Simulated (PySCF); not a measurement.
PySCF input for CH9GeNSi, SMILES C[SiH2][NH][GeH3], TDDFT-CAM-B3LYP/def2-SVPD. Coordinates come from a PBE0-D3(BJ)/def2-SVP optimisation. This is a generated structure with no PubChem entry under its InChIKey; it may be hypothetical. The values are those of a single conformer.

```python
import numpy as np
from pyscf import gto, scf, dft, tdscf

mol = gto.M(
    atom='''
    Si    1.65855774   -0.76714876    0.39272229
    C     2.19960386    0.94730913   -0.13652605
    N    -0.02695114   -0.96864785    0.01459502
    Ge   -1.31672761    0.32920238   -0.15705539
    H     2.45300415   -1.81685534   -0.32337313
    H     1.95675851   -0.93322588    1.85615160
    H     2.04172613    1.09916236   -1.21514600
    H     3.27010422    1.08913026    0.07817191
    H     1.64720349    1.73039730    0.40696208
    H    -0.40449878   -1.90879647    0.08294826
    H    -1.47855165    1.15596597    1.13791938
    H    -0.94508709    1.28649203   -1.30496233
    H    -2.63414932   -0.39998345   -0.47402013
    ''',
    basis='def2-SVPD',
    charge=0,
    spin=0,
    max_memory=1600,
    verbose=4,
)
mf = dft.RKS(mol, xc='cam-b3lyp').density_fit(auxbasis='def2-universal-jkfit')
mf.grids.level = 3
mf.conv_tol = 1e-9
mf.max_cycle = 100
mf.kernel()
mf.grids = dft.Grids(mol).set(level=1).build(with_non0tab=True)  # coarser grid for the response kernel
td = tdscf.TDDFT(mf)
td.singlet = True
td.nstates = 10
td.conv_tol = 1e-4
td.positive_eig_threshold = 1e-6
td.kernel(x0=td.get_init_guess(mf, 15))
td.analyze()
tt = tdscf.TDA(mf)
tt.singlet = False
tt.nstates = 4
tt.conv_tol = 1e-4
tt.positive_eig_threshold = 1e-6
tt.kernel(x0=tt.get_init_guess(mf, 9))
tt.analyze(verbose=3)
```

Program output:

```
PySCF version 2.14.0

[INPUT] verbose = 4
[INPUT] num. atoms = 13
[INPUT] num. electrons = 68
[INPUT] charge = 0
[INPUT] spin (= nelec alpha-beta = 2S) = 0
[INPUT] symmetry False subgroup None
[INPUT] Mole.unit = angstrom
[INPUT] Symbol           X                Y                Z      unit          X                Y                Z       unit  Magmom
[INPUT]  1 Si     1.658557740000  -0.767148760000   0.392722290000 AA    3.134219890378  -1.449701053200   0.742137571112 Bohr   0.0
[INPUT]  2 C      2.199603860000   0.947309130000  -0.136526050000 AA    4.156648877936   1.790154811000  -0.257996843369 Bohr   0.0
[INPUT]  3 N     -0.026951140000  -0.968647850000   0.014595020000 AA   -0.050930273345  -1.830479147649   0.027580590583 Bohr   0.0
[INPUT]  4 Ge    -1.316727610000   0.329202380000  -0.157055390000 AA   -2.488254563553   0.622102337755  -0.296791673487 Bohr   0.0
[INPUT]  5 H      2.453004150000  -1.816855340000  -0.323373130000 AA    4.635506025922  -3.433359000554  -0.611086651743 Bohr   0.0
[INPUT]  6 H      1.956758510000  -0.933225880000   1.856151600000 AA    3.697737675812  -1.763541325556   3.507618169673 Bohr   0.0
[INPUT]  7 H      2.041726130000   1.099162360000  -1.215146000000 AA    3.858303207068   2.077115826831  -2.296293141361 Bohr   0.0
[INPUT]  8 H      3.270104220000   1.089130260000   0.078171910000 AA    6.179601374584   2.058157905376   0.147723500534 Bohr   0.0
[INPUT]  9 H      1.647203490000   1.730397300000   0.406962080000 AA    3.112763467528   3.269976983687   0.769046874283 Bohr   0.0
[INPUT] 10 H     -0.404498780000  -1.908796470000   0.082948260000 AA   -0.764391911921  -3.607102555837   0.156749493909 Bohr   0.0
[INPUT] 11 H     -1.478551650000   1.155965970000   1.137919380000 AA   -2.794057679524   2.184459092617   2.150355980035 Bohr   0.0
[INPUT] 12 H     -0.945087090000   1.286492030000  -1.304962330000 AA   -1.785955763962   2.431117598136  -2.466021406574 Bohr   0.0
[INPUT] 13 H     -2.634149320000  -0.399983450000  -0.474020130000 AA   -4.977820786009  -0.755859174859  -0.895768223231 Bohr   0.0

nuclear repulsion = 350.361949807328
number of shells = 76
number of NR pGTOs = 272
number of NR cGTOs = 174
basis = def2-SVPD
ecp = {}


[settings echo left out]
init E= -2463.76749410482
  HOMO = -0.296399168743346  LUMO = -0.012263103124861  gap/eV = 7.73174
cycle= 1 E= -2464.39415419094  delta_E= -0.627  |g|= 0.584  |ddm|= 4.13
  HOMO = -0.24172845717791  LUMO = 0.0299218999223467  gap/eV = 7.39198
cycle= 2 E= -2464.37801600035  delta_E= 0.0161  |g|= 0.66  |ddm|= 1.17
  HOMO = -0.32116720214007  LUMO = 0.0296835798081077  gap/eV = 9.54714
cycle= 3 E= -2464.45255461244  delta_E= -0.0745  |g|= 0.0668  |ddm|= 0.637
  HOMO = -0.308057161703938  LUMO = 0.0318470402606286  gap/eV = 9.24926
cycle= 4 E= -2464.45345902827  delta_E= -0.000904  |g|= 0.0304  |ddm|= 0.104
  HOMO = -0.311171538352494  LUMO = 0.0318766305670279  gap/eV = 9.33482
cycle= 5 E= -2464.45363296919  delta_E= -0.000174  |g|= 0.00263  |ddm|= 0.0329
  HOMO = -0.31157074409993  LUMO = 0.0317259203039568  gap/eV = 9.34158
cycle= 6 E= -2464.45363493234  delta_E= -1.96e-06  |g|= 0.000688  |ddm|= 0.00705
  HOMO = -0.311544690030627  LUMO = 0.0317211008620091  gap/eV = 9.34074
cycle= 7 E= -2464.4536350601  delta_E= -1.28e-07  |g|= 0.000259  |ddm|= 0.0014
  HOMO = -0.311518666473564  LUMO = 0.0317314591185776  gap/eV = 9.34031
cycle= 8 E= -2464.45363507636  delta_E= -1.63e-08  |g|= 5.67e-05  |ddm|= 0.00043
  HOMO = -0.31152466781682  LUMO = 0.0317297370867351  gap/eV = 9.34043
cycle= 9 E= -2464.45363507744  delta_E= -1.07e-09  |g|= 1.33e-05  |ddm|= 0.000131
  HOMO = -0.311524552264845  LUMO = 0.0317296562886922  gap/eV = 9.34042
cycle= 10 E= -2464.45363507751  delta_E= -7e-11  |g|= 2.51e-06  |ddm|= 4.97e-05
  HOMO = -0.311524692093929  LUMO = 0.0317296664791109  gap/eV = 9.34043
Extra cycle  E= -2464.45363507751  delta_E= -7.28e-12  |g|= 1.73e-06  |ddm|= 7.49e-06
converged SCF energy = -2464.45363507751
tot grids = 46376
Overwritten attributes  positive_eig_threshold  of <class 'pyscf.tdscf.rks.TDDFT'>


******** <class 'pyscf.tdscf.rks.TDDFT'> for <class 'pyscf.df.df_jk.DFRKS'> ********
nstates = 10 singlet
deg_eia_thresh = 1.000e-03
wfnsym = None
conv_tol = 0.0001
eigh lindep = 1e-12
eigh level_shift = 0
eigh max_cycle = 100


Excitation energies (eV)
[6.06640244 6.6000679  7.27962622 7.34674851 7.63318913 7.7423552
 8.06209231 8.43533772 8.44162199 8.53667941]

** Singlet excitation energies and oscillator strengths **
Excited State   1:      6.06640 eV    204.38 nm  f=0.0046
      34 -> 35       -0.47134
      34 -> 36        0.50602
Excited State   2:      6.60007 eV    187.85 nm  f=0.0260
      34 -> 35        0.50029
      34 -> 36        0.44941
      34 -> 37       -0.10497
      34 -> 42        0.11538
Excited State   3:      7.27963 eV    170.32 nm  f=0.0064
      34 -> 37        0.52370
      34 -> 38        0.14932
      34 -> 39       -0.35908
      34 -> 40        0.10990
      34 -> 42       -0.12613
Excited State   4:      7.34675 eV    168.76 nm  f=0.0046
      34 -> 37       -0.30112
      34 -> 38        0.52353
      34 -> 39       -0.24236
      34 -> 40        0.14507
      34 -> 42        0.10196
Excited State   5:      7.63319 eV    162.43 nm  f=0.0516
      34 -> 37       -0.11012
      34 -> 38       -0.11801
      34 -> 39       -0.39209
      34 -> 40       -0.52746
Excited State   6:      7.74236 eV    160.14 nm  f=0.0159
      32 -> 35       -0.13603
      34 -> 37        0.19725
      34 -> 38        0.36901
      34 -> 39        0.35077
      34 -> 40       -0.36116
      34 -> 41        0.17331
Excited State   7:      8.06209 eV    153.79 nm  f=0.0190
      32 -> 36       -0.14044
      34 -> 38        0.13286
      34 -> 40       -0.17853
      34 -> 41       -0.59215
      34 -> 42        0.13213
Excited State   8:      8.43534 eV    146.98 nm  f=0.0071
      33 -> 35        0.48529
      33 -> 36       -0.42499
      33 -> 41       -0.16626
Excited State   9:      8.44162 eV    146.87 nm  f=0.0366
      31 -> 35       -0.21643
      31 -> 36        0.16005
      32 -> 35       -0.12547
      32 -> 36        0.20414
      33 -> 35       -0.21093
      33 -> 36       -0.35763
      33 -> 37        0.31268
      34 -> 42        0.10246
      34 -> 43       -0.14020
      34 -> 44       -0.11846
Excited State  10:      8.53668 eV    145.24 nm  f=0.0323
      30 -> 35        0.10171
      31 -> 35       -0.26061
      31 -> 36        0.32372
      32 -> 35       -0.13843
      32 -> 37        0.10300
      34 -> 42        0.13512
      34 -> 43        0.27715
      34 -> 44        0.24879
      34 -> 45        0.22995

** Transition electric dipole moments (AU) **
state          X           Y           Z        Dip. S.      Osc.
  1         0.0306      0.0133     -0.1722      0.0308      0.0046
  2         0.0120     -0.1194     -0.3825      0.1607      0.0260
  3         0.0944      0.0762     -0.1455      0.0359      0.0064
  4        -0.1423      0.0713     -0.0044      0.0253      0.0046
  5        -0.4499      0.2630     -0.0652      0.2759      0.0516
  6         0.0473      0.0960      0.2686      0.0836      0.0159
  7        -0.2346      0.1077      0.1725      0.0964      0.0190
  8         0.1732      0.0229      0.0637      0.0346      0.0071
  9         0.4034      0.1121      0.0437      0.1772      0.0366
 10        -0.1046     -0.0795     -0.3706      0.1546      0.0323

** Transition velocity dipole moments (imaginary part, AU) **
state          X           Y           Z        Dip. S.      Osc.
  1         0.0072      0.0037     -0.0378      0.0015      0.0045
  2         0.0032     -0.0300     -0.0947      0.0099      0.0271
  3         0.0261      0.0209     -0.0432      0.0030      0.0074
  4        -0.0387      0.0196     -0.0014      0.0019      0.0046
  5        -0.1258      0.0748     -0.0166      0.0217      0.0516
  6         0.0129      0.0286      0.0791      0.0072      0.0170
  7        -0.0684      0.0307      0.0494      0.0081      0.0181
  8         0.0517      0.0081      0.0199      0.0031      0.0067
  9         0.1274      0.0391      0.0132      0.0179      0.0385
 10        -0.0299     -0.0240     -0.1182      0.0154      0.0328

** Transition magnetic dipole moments (imaginary part, AU) **
state          X           Y           Z
  1        -0.5206      0.1079     -0.1163
  2        -0.3018      0.2369      0.1052
  3         0.7428     -0.2574      0.2110
  4         0.0483      0.2973      0.3222
  5         0.1086      0.2946      0.8286
  6         0.4778      1.2982     -0.2424
  7        -0.9985     -1.3984      0.6583
  8         0.1668     -0.0110     -0.7375
  9         0.0811     -0.2178     -2.3209
 10         0.4777     -0.1267     -1.1352
Overwritten attributes  positive_eig_threshold  of <class 'pyscf.tdscf.rks.TDA'>


******** <class 'pyscf.tdscf.rks.TDA'> for <class 'pyscf.df.df_jk.DFRKS'> ********
nstates = 4 triplet
deg_eia_thresh = 1.000e-03
wfnsym = None
conv_tol = 0.0001
eigh lindep = 1e-12
eigh level_shift = 0
eigh max_cycle = 100


Excitation energies (eV)
[5.68871889 6.38237924 7.02857107 7.15678996]

** Triplet excitation energies and oscillator strengths **
Excited State   1:      5.68872 eV    217.95 nm  f=0.0000
Excited State   2:      6.38238 eV    194.26 nm  f=0.0000
Excited State   3:      7.02857 eV    176.40 nm  f=0.0000
Excited State   4:      7.15679 eV    173.24 nm  f=0.0000
```

The run converged.
